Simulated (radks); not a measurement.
Question: The mean radii <r> (bohr) of the occupied orbitals of an atom or ion are listed with their occupations. Method: scalar-relativistic Kohn-Sham, PBE, spin-polarised, spherical densities, finite nucleus; Fermi nuclear charge, rms radius of each element as measured or else 0.836 A^(1/3) + 0.57 fm; computed with a radial shooting solver on a logarithmic mesh with Libxc functionals.

orbital  occ.      <r>
1s down     1  0.03517
1s up       1  0.03517
2s up       1   0.1537
2s down     1   0.1537
2p up       3   0.1340
2p down     3   0.1339
3s up       1   0.4288
3s down     1   0.4288
3p up       3   0.4305
3p down     3   0.4305
3d up       5   0.4151
3d down     5   0.4150
4s up       1    1.100
4s down     1    1.093
4p up       3    1.215
4p down     3    1.208
4d up       3    1.616
4f up       1    5.078

Name the element and its charge. Open shells, if any, are filled with parallel spins first.

Answer: Z = 42, molybdenum, charge +2: Mo2+ in [Kr] 4d3 4f1. The 1s radius gives Z: for a bare nucleus <r> = (2 gamma + 1)/(2Z) with gamma = sqrt(1 - (Z/c)^2), 0.03457 bohr for Z = 42, and screening makes it slightly larger (0.03517 here). The occupations add up to 40, and the charge is Z minus that.
